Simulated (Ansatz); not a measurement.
# Worked example: GeH3Br + C2H2BrF → GeH4 + C2HBr2F

Species: GeH3Br `[GeH3][Br]`, singlet; C2H2BrF `C=C(F)Br`, singlet; GeH4 `[GeH4]`, singlet; C2HBr2F `F/C(Br)=C/Br`, singlet. The partners trade Br for H: Ge–Br and C–H bonds give way to Ge–H and C–Br.

Shapes, held fixed at every level: PBE0-D4/def2-TZVP. Programs: Ansatz 0.2.0. Electronic energies: no zero-point or thermal term.

At CCSD(T)/def2-TZVPP; 1 Eh = 2625.50 kJ/mol:

| species | energy (Eh) |
| --- | --- |
| GeH3Br | -4650.143558 |
| C2H2BrF | -2749.682253 |
| GeH4 | -2077.986460 |
| C2HBr2F | -5321.784239 |

Q: Work out ΔE of the reaction at this level.

A: 
1. Products less reactants: (-2077.986460) + (-5321.784239) − [(-4650.143558) + (-2749.682253)] = 0.055112 Eh = +144.7 kJ/mol.

Other levels give +144.2 (MP2/def2-TZVPP) to +149.7 kJ/mol (B2PLYP/def2-TZVPP). No measured value is set beside it here. Relativity is left out for Br, Ge. Outer-core shells of Br, Ge are correlated, in sets that cover them unevenly.
